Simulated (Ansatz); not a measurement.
Gas-phase reaction in SMILES: C[Si](C)(C)Cl [chloro(trimethyl)silane] -> [CH2][Si](C)(C)Cl + H atom (the C-H bond at the site shown breaks; other sites are not compared here)
Geometries: B3LYP-D3(BJ)/def2-TZVP minima from Ansatz (a quantum-chemistry and plane-wave program), one conformer each, not searched for the lowest. Frequencies are from Ansatz.

Property: bond dissociation energy (enthalpy at 298 K, with B3LYP-D3(BJ) rigid-rotor harmonic-oscillator terms), in eV. Cores are frozen in the correlated levels unless marked. UHF or UKS for open shells. Spin-orbit coupling is left out. No relativistic terms. CBS marks a two-point X^-3 extrapolation of the correlation energy; Hartree-Fock from the larger set.

```tsv
level	program	bond dissociation energy (eV)	minus last row
B97M-V/def2-TZVPD	Ansatz	4.34	-0.08
PBE0/STO-3G	Ansatz	5.62	1.20
BHLYP-D3(BJ)/def2-TZVPD	Ansatz + dftd3	4.26	-0.16
BHLYP/def2-TZVPD	Ansatz	4.24	-0.18
RPA@PBE/cc-pV(T+d)Z	Ansatz	4.30	-0.12
MP2/STO-3G	Ansatz	5.03	0.61
MP2/cc-pV(T+d)Z	Ansatz	4.37	-0.05
SCS-MP2/6-31G*	Ansatz	4.05	-0.37
CCSD/6-31G*	Ansatz	4.02	-0.40
CCSD/cc-pV(Q+d)Z	Ansatz	4.35	-0.07
CCSD(T)/6-31G	Ansatz	3.93	-0.49
CCSD(T)/6-31G*	Ansatz	4.04	-0.38
CCSD(T)/cc-pV(D+d)Z	Ansatz	4.21	-0.21
CCSD(T)/cc-pwCVTZ	Ansatz	4.36	-0.06
CCSD(T)/CBS(cc-pV(T+d)Z,cc-pV(Q+d)Z)	Ansatz	4.42	0.00
```
